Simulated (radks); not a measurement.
Isoelectronic series with 17 electrons, all held in the configuration [Ne] 3s2 3p5, which need not be the ground one along the series. Method: scalar-relativistic Kohn-Sham, PBE, spin-polarised, spherical densities, point nucleus; open shells are filled with parallel spins first (spin-orbit coupling, left out, can overturn this in heavy ions); computed with a radial shooting solver on a logarithmic mesh with Libxc functionals. Total energies (hartree) and mean radii <r> (bohr) (* marks an orbital that is empty in some or all of the ions):

ion	E (hartree)	3d down*	3d up*	3p down	3p up	3s down	3s up
Cs38+	-6589.9883	0.2345	0.2346	0.2653	0.2651	0.2727	0.2725
Ba39+	-6856.7204	0.2293	0.2293	0.2594	0.2593	0.2666	0.2664
La40+	-7129.3477	0.2242	0.2243	0.2538	0.2536	0.2607	0.2606
Ce41+	-7407.9203	0.2194	0.2194	0.2484	0.2482	0.2551	0.2550
Pr42+	-7692.4902	0.2147	0.2148	0.2432	0.2431	0.2497	0.2496
Nd43+	-7983.1113	0.2103	0.2103	0.2382	0.2381	0.2445	0.2443
Pm44+	-8279.8391	0.2060	0.2061	0.2334	0.2333	0.2394	0.2393
Sm45+	-8582.7312	0.2019	0.2020	0.2288	0.2287	0.2346	0.2345
Eu46+	-8891.8470	0.1980	0.1980	0.2243	0.2242	0.2299	0.2298
Gd47+	-9207.2482	0.1942	0.1942	0.2200	0.2199	0.2254	0.2253
Tb48+	-9528.9984	0.1905	0.1905	0.2159	0.2158	0.2210	0.2209
Dy49+	-9857.1636	0.1870	0.1870	0.2119	0.2118	0.2167	0.2166
Ho50+	-10191.8121	0.1836	0.1836	0.2080	0.2079	0.2126	0.2125
Er51+	-10533.0145	0.1803	0.1803	0.2043	0.2042	0.2087	0.2086
Tm52+	-10880.8441	0.1771	0.1772	0.2006	0.2005	0.2048	0.2047
Yb53+	-11235.3768	0.1740	0.1741	0.1971	0.1970	0.2011	0.2010
Lu54+	-11596.6914	0.1711	0.1711	0.1937	0.1937	0.1974	0.1973
Hf55+	-11964.8693	0.1682	0.1683	0.1904	0.1904	0.1939	0.1938
Ta56+	-12339.9952	0.1654	0.1655	0.1873	0.1872	0.1905	0.1904
W57+	-12722.1570	0.1627	0.1628	0.1842	0.1841	0.1871	0.1871
Re58+	-13111.4458	0.1601	0.1602	0.1812	0.1811	0.1839	0.1838
Os59+	-13507.9564	0.1576	0.1576	0.1782	0.1782	0.1807	0.1807
Ir60+	-13911.7872	0.1552	0.1552	0.1754	0.1753	0.1776	0.1776
Pt61+	-14323.0405	0.1528	0.1528	0.1727	0.1726	0.1746	0.1746
